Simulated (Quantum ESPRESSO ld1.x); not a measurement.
The indium ion In22+, configuration [Ar] 3d9.

Calculated with ld1.x of Quantum ESPRESSO 7.5: scalar-relativistic Kohn-Sham, LDA (Slater exchange, Perdew-Zunger correlation), spin-polarised, spherical densities, point nucleus; open shells are filled with parallel spins first.

Energy parts (eV):
total: -153667.38
kinetic: 160368.29
electron-nucleus: -351857.76
Hartree: 41383.54
exchange-correlation: -3561.45

Orbitals (lengths in bohr, moments of r in powers of bohr; r(max) is where P^2 peaks; r(90%) holds 90 % of the orbital's charge):
| orbital | occ. | eigenvalue (eV) | r(90%) | r(max) | <r^2> |
|---|---|---|---|---|---|
| 1s up | 1 | -28429.861 | 0.0534 | 0.019 | 0.001196 |
| 1s down | 1 | -28429.795 | 0.0534 | 0.019 | 0.001196 |
| 2s up | 1 | -4845.199 | 0.198 | 0.109 | 0.01942 |
| 2s down | 1 | -4842.896 | 0.198 | 0.109 | 0.01941 |
| 2p up | 3 | -4424.948 | 0.182 | 0.087 | 0.01529 |
| 2p down | 3 | -4423.147 | 0.182 | 0.087 | 0.01528 |
| 3s up | 1 | -1431.344 | 0.500 | 0.312 | 0.1326 |
| 3s down | 1 | -1428.762 | 0.500 | 0.312 | 0.1328 |
| 3p up | 3 | -1293.384 | 0.504 | 0.305 | 0.1314 |
| 3p down | 3 | -1290.771 | 0.505 | 0.305 | 0.1316 |
| 3d up | 5 | -1084.176 | 0.483 | 0.252 | 0.1127 |
| 3d down | 4 | -1081.136 | 0.484 | 0.252 | 0.1130 |

The highest occupied level is 3d down at -1081.1 eV. Summed over all electrons, <r^2> = 2.203 bohr^2, which gives a Langevin (diamagnetic) susceptibility term of -1.74 x 10^-6 cm^3/mol. The density falls to 0.001 e/bohr^3 at r = 1.07 bohr. For comparison, the ionisation energy in NIST's Atomic Spectra Database is 1109 eV (theoretical). In exact Kohn-Sham theory the highest level is minus the ionisation energy, but local and semilocal functionals leave it too shallow, through self-interaction and a potential that decays too fast; potentials with the right tail come closer.
